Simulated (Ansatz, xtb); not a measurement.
Species: BCl, charge 1, multiplicity 2. SMILES of the parent species: [B]Cl
Coordinates optimised at B3LYP-D3(BJ)/def2-TZVP (Ansatz, a quantum-chemistry and plane-wave program):
```
B
Cl 1 1.6002
```
Charge +1, spin multiplicity 2.

Harmonic wavenumbers from GFN2-xTB (xtb, at its own minimum), cm⁻¹: 1337.

Q: Give the harmonic wavenumbers at B3LYP-D3(BJ)/def2-TZVP (Ansatz, finite differences of forces, unscaled).

A: 1140 cm⁻¹. Zero-point energy 1.6 kcal/mol.

Q: From these and the geometry, give the ideal-gas thermochemistry at 298.15 K and 1 atm (rigid rotor, harmonic oscillator).

A: Point group C∞v, rotational symmetry number 1. Rotational constants 23.82, 23.82 GHz. S(trans) 37.42, S(rot) 13.04, S(vib) 0.05, S(elec, spin only) 1.38, S 51.9 cal/(mol K). H(298) - H(0) 2.09 kcal/mol; G - E(el) -11.8 kcal/mol.
